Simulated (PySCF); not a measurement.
C2H7NOSi2, SMILES N[Si@]1(O)C=C[SiH2]1. Atoms are numbered in the order given.

```xyz
13

N      1.5094     1.5243    -0.4970
Si     0.6740     0.1253     0.0330
O      1.8205    -0.6753     0.9532
C     -0.2302    -1.0263    -1.1751
C     -1.5382    -0.9250    -0.8182
Si    -1.6001     0.3047     0.6309
H      1.0408     2.3502    -0.8480
H      2.5076     1.5202    -0.6775
H      1.6378    -1.6083     1.1145
H      0.1112    -1.6645    -2.0031
H     -2.3419    -1.4735    -1.3283
H     -2.3787     1.5529     0.3482
H     -2.1311    -0.2576     1.9126
```
Charge 0, spin multiplicity 1.

Geometry optimised at B3LYP-D3(BJ)/def2-SVP. The structure was generated by enumeration; whether it is a known compound was not checked. One conformer was computed; it need not be the lowest.

Method: SMD-PBE0/6-31G* (PySCF).

Solvation free energies are E(SMD) − E(gas) at the gas-phase geometry, for 1 M in both phases. In vacuum the dipole moment is 1.44 D.

Computed solvation free energies in water, chloroform, 1-octanol:
```
solvent     ΔG(solv) (kcal/mol)  its non-electrostatic (CDS) part  dipole (D)
----------  -------------------  --------------------------------  ----------
water                      -4.6                               5.0        1.94
chloroform                 -5.0                               0.4        1.75
1-octanol                  -5.9                               2.1        1.85
```
